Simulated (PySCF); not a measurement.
Ho⁵⁴⁺: fine-structure interval

Ho⁵⁴⁺ [Ne] 3s2 3p1 [3p1/2^1, M_J = 1/2] → Ho⁵⁴⁺ [Ne] 3s2 3p1 [3p3/2^1, M_J = 3/2], as a difference of total energies. Calculation: PySCF 2.14, in an even-tempered Gaussian basis (18 s from 15 bohr⁻², ratio 2.4; 14 p from 20 bohr⁻², ratio 2.4; 4 d from 66 bohr⁻², ratio 2.6; 4 f from 99 bohr⁻², ratio 2.6); the two-component X2C-1e Hamiltonian. Correlated levels: 1s2 frozen; the 54 highest virtual spinors dropped. "Screened" scales the spin-orbit matrix elements by Boettger's factors to mimic the two-electron term; Breit and QED terms are absent.

```tsv
method	fine-structure interval (cm⁻¹)
GHF (screened spin-orbit)	1864600
GMP2 (screened spin-orbit)	1859400
GHF (bare spin-orbit)	1926900
```
